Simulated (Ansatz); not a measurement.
`C[S][Sn]([Cl])([Cl])[S]C`. Charge 0, multiplicity 1. Sn: def2 effective core potential.

Z-matrix (Å, degrees):
```
C
S 1 1.818
H 1 1.089 2 111.1
H 1 1.090 2 105.7 3 -118.2
H 1 1.089 2 111.2 3 123.5
Sn 2 2.370 1 99.6 3 -66.3
Cl 6 2.316 2 111.2 1 68.4
Cl 6 2.332 2 106.8 1 -46.2
S 6 2.363 2 113.8 1 -167.6
C 9 1.821 6 98.3 2 66.5
H 10 1.089 9 111.6 6 -63.5
H 10 1.090 9 105.5 6 178.3
H 10 1.089 9 111.2 6 60.3
```

What are the harmonic wavenumbers in cm⁻¹ at PBE0-D4/def2-TZVP (Ansatz, finite differences of forces, unscaled)? (An estimate is asked.)

The calculation gave: 25, 45, 70, 83, 107, 109, 115, 140, 142, 183, 201, 346, 370, 383, 393, 715, 717, 977, 977, 981, 983, 1349, 1351, 1464, 1465, 1475, 1476, 3069, 3069, 3163, 3163, 3168, 3170.

Is this a minimum?

Yes, all 33 modes are real.

Give the ideal-gas thermochemistry at 298.15 K and 1 bar (rigid rotor, harmonic oscillator; point group C1, symmetry number 1).

Zero-point energy 212.0 kJ/mol; H(298) − E = 247.3 kJ/mol; entropy 495.1 J/(mol·K), of which translation 179.3, rotation 130.2, vibration 185.6; G(298) − E = 99.7 kJ/mol. Modes under 100 cm⁻¹ are hindered rotations or soft bends, so the harmonic entropy is rough.

Rotational constants (cm⁻¹)?

0.02953, 0.02299, 0.02061.
